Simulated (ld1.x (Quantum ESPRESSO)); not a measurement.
**Ranking TM potentials for Ta**

All share these settings but for the change named:

tantalum (Ta), norm-conserving Troullier–Martins (Kleinman–Bylander form), made with ld1.x (Quantum ESPRESSO) 7.5 (LDA (PZ), scalar-relativistic). Core [Xe] 4f14, reference 5d3 6s2 6p0. Waves: 6p (bound, empty): rc 3.65 bohr; 5d (bound): rc 2.50 bohr; 6s (bound): rc 2.70 bohr. Local part: the s channel. Core correction: none.

Cutoff: the first of the cutoffs (Ry, on a coarse ladder) from which the occupation-weighted sum of valence levels, in a spherical-Bessel basis at the reference potential, stays within 10 and 1 mRy of its value at 400 Ry; the density cutoff is not measured.

The base gives 25 Ry.

Of 9 variants that were run, those that failed, showed a ghost or another fault, or gave nearly equal values are left out.

A variant can come out equal or close to the base.

(1) Rank these variants from softest to hardest (loose cutoff).
A. type ultrasoft; waves now 6s (bound): rcut 2.35, rcutus 2.70 bohr; 6s channel at 0.85 Ry: rcut 2.35, rcutus 2.70 bohr; 6p (bound): rcut 3.15, rcutus 3.65 bohr; 6p channel at 0.85 Ry: rcut 3.15, rcutus 3.65 bohr; 5d (bound): rcut 2.15, rcutus 2.50 bohr; 5d channel at 0.55 Ry: rcut 2.15, rcutus 2.50 bohr; local potential all-electron potential smoothed inside 2.40 bohr (lloc = -1); augmentation built from norm-conserving waves at rcut, not smoothed further
B. all radii scaled by about 1.15 (s 3.10, p 4.18, d 2.86 bohr)
C. wave 5d (bound): rc 2.50 bohr becomes 5d (bound): rc 2.64 bohr

Results:

(1) A (15 Ry), B (21 Ry), C (25 Ry).
